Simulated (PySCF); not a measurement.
The group X on SiH2Cl-X is varied. Gas-phase values, no solvent. One relaxed conformer stands for each flexible species; it need not be the lowest. Strings in code marks are SMILES.

The four lowest singlet excitations (Tamm–Dancoff). All values below come from PBE0-D4/def2-TZVP run with PySCF. Excitations are Tamm–Dancoff values on a coarser integration grid. The basis has no diffuse functions, so Rydberg states are missing or too high.

```
state  energy (eV)  wavelength (nm)  oscillator strength
-----  -----------  ---------------  -------------------
S1            7.04              176                0.040
S2            7.13              174                0.000
S3            7.50              165                0.054
S4            7.71              161                0.013
```

Question: Which member gives these states?
A) `CC[SiH2]Cl` (C–C–Si–Cl torsion 61°)
B) `[C-]#[N+][SiH2]Cl`
C) `O=C(O)[SiH2]Cl` (Si–C–O–H torsion -180°, O–C–Si–Cl torsion 179°)
D) `Cl[SiH2][SeH]` (Cl–Si–Se–H torsion 72°)

Answer: B, `[C-]#[N+][SiH2]Cl`
